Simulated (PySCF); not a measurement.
Al2(mu-OH)2(Br)4, H2Al2Br4O2, singlet, PBE0/def2-SVP optimised geometry.

```
10

Al    -0.73     1.22     0.00
Al     0.73    -1.22     0.00
O      0.00     0.00     1.18
H      0.00     0.00     2.14
Br     0.35     3.20     0.01
Br    -2.98     1.22     0.00
O      0.00     0.00    -1.18
H      0.01     0.00    -2.14
Br     2.98    -1.22     0.00
Br    -0.35    -3.20     0.00
```

Density from PBE0/def2-TZVP run with PySCF 2.14.0 at that geometry.

Minimum of the electron density along straight lines between bonded atoms, close to the bond critical point (lines longer than 1.1 times the sum of covalent radii, or with two minima, are not listed):

| bond | length / Å | ρ at the minimum / e bohr⁻³ | ∇²ρ there / e bohr⁻⁵ | position (fraction from the first atom) |
|---|---|---|---|---|
| Al1–O3 | 1.846 | 0.073 | 0.47 | 0.42 |
| Al2–O3 | 1.846 | 0.073 | 0.47 | 0.42 |
| O3–H4 | 0.961 | 0.351 | -2.47 | 0.82 |
| Al1–Br5 | 2.252 | 0.067 | 0.20 | 0.37 |
| Al1–Br6 | 2.252 | 0.067 | 0.20 | 0.37 |
| Al1–O7 | 1.846 | 0.073 | 0.47 | 0.42 |
| Al2–O7 | 1.846 | 0.073 | 0.47 | 0.42 |
| O7–H8 | 0.961 | 0.351 | -2.47 | 0.82 |
| Al2–Br9 | 2.252 | 0.067 | 0.20 | 0.37 |
| Al2–Br10 | 2.252 | 0.067 | 0.20 | 0.37 |
